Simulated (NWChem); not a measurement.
Atomisation of C₂H₅F₃Si

```
C
F 1 1.3877
H 1 1.1073 2 107.55
C 1 1.5134 3 109.73 2 119.32
H 4 1.1003 1 110.89 3 179.78
H 4 1.1003 5 108.34 1 -121.17
H 4 1.1014 5 108.35 6 -117.00
Si 1 1.8858 3 108.62 2 -116.75
F 8 1.6120 1 109.90 3 61.83
F 8 1.6140 9 107.42 1 -118.32
H 8 1.4817 9 108.55 10 -117.04
```
Charge 0, spin multiplicity 1.

Everything below was run with NWChem. The geometry was optimised at PBE0/def2-SVP, with no frequency check, so it may be a saddle point. It is one conformer; others weren't searched.

Basis set: def2-SVP. The atomisation energy is electronic alone: no zero-point, thermal, spin-orbit or counterpoise terms. No value is extrapolated to the basis-set limit. Free atoms are single determinants with multiplicities C 3, F 2, Si 3, H 2. Correlated methods freeze the same cores in atoms and molecule, 10 orbitals in all.

```
method                        atomisation energy (kcal/mol)  relative cost
----------------------------  -----------------------------  -------------
PBE                                                  1058.3        under 3
B3LYP                                                1030.4        under 3
r2SCAN                                               1040.9        under 3
LC-wPBE (omega 0.3 per bohr)                         1050.5             10
MP2                                                  1004.2        under 3
PBE0                                                 1034.3        under 3
HF                                                    772.6              1
BP86                                                 1061.7        under 3
```

The values span 289.1 kcal/mol, from HF (lowest) to BP86 (highest). The cost column gives rough processor time relative to HF; each entry includes its own SCF. Costs are the molecule's.

B3LYP has NWChem's definition, with VWN1-RPA local correlation. GW and range-separated runs recompute their integrals, the others keep them in memory, which bears on the times. The structure started from a generated list of species. No SCF solution was tested for a lower state. Open-shell Hartree-Fock references start from PBE0 orbitals; any time given for them includes that run.
